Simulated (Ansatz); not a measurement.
Zn₇H₂₀Se₇⁻. Charge -1, multiplicity 2. Geometry r2SCAN-D4/def2-SVP, that of the neutral singlet; atoms count from 1.

Cartesian coordinates in Å:
```
Zn 0.400 1.207 2.296
Zn 1.473 -2.472 -2.422
Zn 0.837 3.666 0.666
Zn 0.784 -1.359 2.922
Zn -3.247 -0.621 1.142
Zn -2.673 1.506 -1.402
Zn -1.772 3.213 0.382
Se 1.904 -3.533 -0.084
Se 1.854 -0.294 0.771
Se -2.081 1.567 2.199
Se 2.856 -0.260 -2.401
Se -0.833 -1.428 -1.984
Se -0.021 1.998 -1.213
Se -1.182 -2.041 1.400
H 1.057 2.707 2.098
H 0.521 0.218 3.637
H 1.715 -3.401 -3.647
H 1.995 4.600 0.211
H 1.471 -2.496 3.733
H -4.648 -1.107 1.596
H -2.801 0.334 -0.190
H -3.069 1.299 -2.897
H -0.792 4.416 0.889
H -3.060 3.080 -0.623
H 3.367 -3.379 -0.197
H 2.003 -4.882 -0.702
H 3.043 0.327 1.377
H -2.059 2.304 3.476
H 4.009 -0.878 -1.725
H 3.463 -0.566 -3.725
H -0.982 -1.012 -3.397
H -1.512 -2.712 -2.255
H -0.258 3.092 -2.175
H -1.763 -3.091 2.247
```

Single mean-field runs in def2-TZVP are fitted with def2-universal-jkfit. The highest occupied level of the charge -1 doublet lies above zero (up to 0.71 eV). By energy differences its removal costs 0.50 eV (vertical, to the charge 0 singlet, at PBE0-D4/def2-TZVP); self-interaction error and the lack of diffuse functions both raise the level. In the doublet geometry the species has come apart into loosely held pieces.

Problem. Estimate the Mulliken populations of the heavy atoms from the PBE0/def2-TZVP orbitals of Ansatz.

Solution. 
| atom | charge (e) | spin (α − β) | d electrons |
| --- | --- | --- | --- |
| Zn1 | 0.21 | 0.02 | 10.07 |
| Zn2 | 0.25 | -0.01 | 10.04 |
| Zn3 | 0.07 | 0.02 | 10.04 |
| Zn4 | 0.12 | 0.01 | 10.04 |
| Zn5 | -0.01 | 0.01 | 10.06 |
| Zn6 | -0.02 | 0.01 | 10.05 |
| Zn7 | 0.16 | 0.02 | 10.06 |
| Se8 | -0.18 | 0.09 | – |
| Se9 | -0.45 | 0.01 | – |
| Se10 | -0.23 | 0.00 | – |
| Se11 | -0.23 | 0.14 | – |
| Se12 | -0.13 | 0.01 | – |
| Se13 | -0.33 | 0.00 | – |
| Se14 | -0.35 | 0.00 | – |
Mulliken values and Mayer orders depend strongly on the basis.

Problem. Where does the spin sit?

Solution. Summed by element: Zn 0.09, Se 0.23, H 0.68, of 1 unpaired in all. Largest on single atoms: H29 0.32, H25 0.23, Se11 0.14.

Problem. And the Mayer bond orders between bonded heavy atoms (over 0.3)?

Solution. Zn1–Se9 0.51 (2.59 Å); Zn1–Se10 0.56 (2.51 Å); Zn2–Se8 0.51 (2.60 Å); Zn2–Se11 0.54 (2.61 Å); Zn2–Se12 0.50 (2.57 Å); Zn3–Se13 0.47 (2.65 Å); Zn4–Se9 0.47 (2.63 Å); Zn4–Se14 0.59 (2.58 Å); Zn5–Se10 0.35 (2.70 Å); Zn5–Se14 0.64 (2.52 Å); Zn6–Se13 0.41 (2.70 Å); Zn7–Se10 0.62 (2.47 Å); Zn7–Se13 0.39 (2.66 Å).
